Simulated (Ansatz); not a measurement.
Cl2H3N2Nb, SMILES `[NH]=[Nb]([NH2])([Cl])[Cl]`, relaxed with RKS PBE-D4/def2-SVP in the Gaussian-basis code of Ansatz from a rough embedded geometry. The force threshold is 0.03 eV/Å; the program also tests the step.

Charge 0, multiplicity 1. Nb takes the def2 core potential.

Start:

```xyz
8

N    -0.010   -1.936   -0.400
Nb   -0.535   -0.155   -0.263
N     1.195    1.014   -0.114
Cl   -1.765    0.553   -2.135
Cl   -1.905    0.156    1.691
H     0.481   -2.455    0.338
H     1.652    0.794    0.858
H     0.887    2.029    0.025
```

| step | energy (eV) | largest force (eV/Å) | largest move (Å) |
| --- | --- | --- | --- |
| 1 | -29606.2843 | 2.243 | 0.000 |
| 2 | -29606.8490 | 2.578 | 0.196 |
| 3 | -29607.0362 | 2.479 | 0.195 |
| 4 | -29607.1037 | 3.061 | 0.193 |
| 5 | -29607.2867 | 1.746 | 0.200 |
| 6 | -29607.4079 | 1.013 | 0.111 |
| 7 | -29607.4929 | 0.334 | 0.200 |
| 8 | -29607.4980 | 0.453 | 0.121 |
| 9 | -29607.5221 | 0.126 | 0.116 |
| 10 | -29607.5238 | 0.057 | 0.054 |
| 11 | -29607.5240 | 0.014 | 0.010 |

End:

```xyz
8

N     0.087   -1.688   -0.032
Nb   -0.599   -0.079   -0.088
N     0.971    1.058    0.167
Cl   -1.556    0.317   -2.177
Cl   -2.106    0.215    1.667
H     0.361   -2.676   -0.018
H     1.944    0.768    0.300
H     0.899    2.084    0.182
```

Hardware: 4 threads of an Arm Neoverse V2 on a shared host. Wall time 14 s, peak host memory 0.17 GiB.
